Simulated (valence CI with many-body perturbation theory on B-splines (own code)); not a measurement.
## Level structure of Re XXXV

Level of theory: configuration interaction combined with many-body perturbation theory (CI+MBPT): five valence electrons over a frozen Dirac-Fock core [Kr], radial functions for each j: 7 s, 7 p, 8 d, 6 f, 4 g, 1 h, with the one-electron correlation potential Σ1, the two-electron term Σ2, the three-electron term Σ3, Breit, model QED; selected CI, second order for the rest (own B-spline code, finite nucleus).

The last digits are not significant, and no measured levels were compared; by estimate large intervals hold to a few tenths of a per cent, small ones and those within an open d or f shell to about a per cent. Among the levels kept, up to 380 cm⁻¹ of a level comes from second order outside the variational space, and about a tenth of that is noise between levels of different J, which matters for small intervals. Only levels of the ground parity were solved; by the run's estimate the other parity begins above the list, which can be wrong where configurations are misplaced.

Levels 1 to 31 of 31, with energies above the lowest level, (4d3/2^4 4d5/2) J=5/2. "Leading %" is the weight of the configuration and term that name the level; weights of strongly mixed levels are sums over their largest components and can fall short. In the jj column 3d3/2^4 stands for four electrons in 3d with j = 3/2. Lifetimes count E1, E2, E3, M1 and M2 decay at the calculated energies, and are blank where another channel may lead or the interval is too uncertain; long ones can be off by a factor of two.

| No. | Configuration | Term | J | E (cm⁻¹) | Leading % | Leading jj | Second component | Lifetime |
| --- | --- | --- | --- | --- | --- | --- | --- | --- |
| 1 | 4d5 | 4P | 5/2 | 0 | 28 | 4d3/2^4 4d5/2 (92 %) | 22 % 4d5 2D |  |
| 2 | 4d5 | 6S | 5/2 | 112420 | 38 | 4d3/2^3 4d5/2^2 (87 %) | 22 % 4d5 2F | 19.1 μs |
| 3 | 4d5 | 4G | 7/2 | 150450 | 35 | 4d3/2^3 4d5/2^2 (98 %) | 23 % 4d5 2F | 35.2 μs |
| 4 | 4d5 | 4D | 3/2 | 154580 | 41 | 4d3/2^3 4d5/2^2 (98 %) | 30 % 4d5 4P | 14.3 μs |
| 5 | 4d5 | 2H | 11/2 | 158350 | 41 | 4d3/2^3 4d5/2^2 (98 %) | 36 % 4d5 4G |  |
| 6 | 4d5 | 4G | 9/2 | 170940 | 33 | 4d3/2^3 4d5/2^2 (95 %) | 28 % 4d5 2G | 8.03 ms |
| 7 | 4d5 | 4D | 5/2 | 179450 | 31 | 4d3/2^3 4d5/2^2 (91 %) | 27 % 4d5 2D | 228 μs |
| 8 | 4d5 | 4P | 1/2 | 186880 | 46 | 4d3/2^3 4d5/2^2 (88 %) | 26 % 4d5 2S | 1.10 ms |
| 9 | 4d5 | 2F | 7/2 | 194880 | 39 | 4d3/2^3 4d5/2^2 (96 %) | 31 % 4d5 2G | 483 μs |
| 10 | 4d5 | 2D | 3/2 | 240200 | 57 | 4d3/2^3 4d5/2^2 (84 %) | 23 % 4d5 4F | 93.6 μs |
| 11 | 4d5 | 2D | 5/2 | 261920 | 29 | 4d3/2^2 4d5/2^3 (86 %) | 28 % 4d5 6S | 7.73 μs |
| 12 | 4d5 | 4D | 7/2 | 286090 | 52 | 4d3/2^2 4d5/2^3 (98 %) | 40 % 4d5 4G | 14.8 μs |
| 13 | 4d5 | 2I | 11/2 | 291400 | 51 | 4d3/2^2 4d5/2^3 (98 %) | 47 % 4d5 4G |  |
| 14 | 4d5 | 4G | 9/2 | 296350 | 58 | 4d3/2^2 4d5/2^3 (95 %) | 37 % 4d5 2G | 21.9 μs |
| 15 | 4d5 | 4D | 1/2 | 304930 | 76 | 4d3/2^2 4d5/2^3 (96 %) | 15 % 4d5 2S | 11.9 μs |
| 16 | 4d5 | 2I | 13/2 | 309930 | 100 | 4d3/2^2 4d5/2^3 (100 %) |  | 104 μs |
| 17 | 4d5 | 4P | 3/2 | 312170 | 53 | 4d3/2^2 4d5/2^3 (96 %) | 33 % 4d5 4F | 7.47 μs |
| 18 | 4d5 | 2F | 5/2 | 315740 | 42 | 4d3/2^2 4d5/2^3 (95 %) | 30 % 4d5 4D | 14.1 μs |
| 19 | 4d5 | 2H | 9/2 | 335070 | 52 | 4d3/2^2 4d5/2^3 (99 %) | 47 % 4d5 4F | 10.8 μs |
| 20 | 4d5 | 2G | 7/2 | 340710 | 61 | 4d3/2^2 4d5/2^3 (99 %) | 34 % 4d5 2F | 38.8 μs |
| 21 | 4d5 | 4F | 5/2 | 344820 | 63 | 4d3/2^2 4d5/2^3 (97 %) | 25 % 4d5 2D | 10.9 μs |
| 22 | 4d5 | 2D | 3/2 | 348970 | 86 | 4d3/2^2 4d5/2^3 (84 %) | 9 % 4d5 4D | 26.7 μs |
| 23 | 4d5 | 4P | 1/2 | 364510 | 39 | 4d3/2^2 4d5/2^3 (79 %) | 35 % 4d5 2P | 13.1 μs |
| 24 | 4d5 | 2G | 7/2 | 366760 | 45 | 4d3/2^2 4d5/2^3 (94 %) | 36 % 4d5 2F | 19.0 μs |
| 25 | 4d5 | 2G | 9/2 | 391670 | 76 | 4d3/2^2 4d5/2^3 (95 %) | 13 % 4d5 2H | 33.3 μs |
| 26 | 4d5 | 4P | 5/2 | 433630 | 29 | 4d3/2 4d5/2^4 (72 %) | 20 % 4d5 2D | 5.49 μs |
| 27 | 4d5 | 2P | 3/2 | 435430 | 74 | 4d3/2^2 4d5/2^3 (96 %) | 24 % 4d5 2D | 31.2 μs |
| 28 | 4d5 | 2D | 5/2 | 447890 | 57 | 4d3/2^2 4d5/2^3 (68 %) | 26 % 4d5 2F | 9.61 μs |
| 29 | 4d5 | 4F | 7/2 | 464320 | 29 | 4d3/2 4d5/2^4 (98 %) | 29 % 4d5 2F | 6.71 μs |
| 30 | 4d5 | 2H | 11/2 | 473150 | 57 | 4d3/2 4d5/2^4 (98 %) | 27 % 4d5 2I | 8.13 μs |
| 31 | 4d5 | 2D | 3/2 | 473820 | 32 | 4d3/2 4d5/2^4 (96 %) | 28 % 4d5 4D | 5.30 μs |

The ionisation energy to 4d4 3P_0 of the next ion comes out as 1455.7 eV (NIST: 1454 ± 5 eV (theoretical)). All 31 levels together are meant to be complete up to 492850 cm⁻¹.
